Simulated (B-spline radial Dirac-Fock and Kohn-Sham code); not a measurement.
**X-ray lines that fill the M4 vacancy in Ta⁴⁺**

System: tantalum as Ta⁴⁺ in the configuration 1s2 2s2 2p6 3s2 3p6 3d10 4s2 4p6 4d10 4f14 5s2 5p6 5d1, inside a Watson sphere of charge -4 and radius 3 Å (a model of the Madelung potential; inside it an electron's potential energy is raised by 19.2 eV).

Input file task.json (cfg lists n, l and occupation; rrms is the nuclear radius in fm):

```json
{"items": [{
  "Z": 73,
  "q": 4,
  "cfg": [[1, 0, 2], [2, 0, 2], [2, 1, 6], [3, 0, 2], [3, 1, 6], [3, 2, 10], [4, 0, 2], [4, 1, 6], [4, 2, 10], [4, 3, 14], [5, 0, 2], [5, 1, 6], [5, 2, 1]],
  "A": 181,
  "rrms": 5.3507,
  "watson": [-4, 3.0],
  "do": ["binding", "quiet", "decay"],
  "holes": ["K", "L1", "L2", "L3", "M1", "M2", "M3", "M4", "M5", "N1", "N2", "N3", "N4", "N5", "N6", "N7"]
}]}
```

Launch: `python xray_run.py task.json out`

Model: independent-particle rates on relativistic LDA orbitals of the hole state (multipoles up to L = 3, Coulomb Auger matrix elements, transition energies from Dirac-Fock). Program: a radial B-spline solver.

```
 line  multipole  energy (eV)  width (meV)  share (%)
M4-N2         E1       1322.2         1.53       4.54
M4-N3         E1       1385.1        0.184      0.546
M4-O2         E1       1751.4        0.239      0.710
M4-O3         E1       1760.6       0.0285     0.0846
M4-N6         E1       1769.1         31.7       94.1
```

The listed lines hold 100.0 % of the radiative rate. The radiative width is 0.0337 eV in the length form and 0.0340 eV in the velocity form; the two differ because the transition energies are not eigenvalue differences of the potential that gave the orbitals.

Values without a named source are computed, but for edge energies of neutral atoms, which are taken from tables.
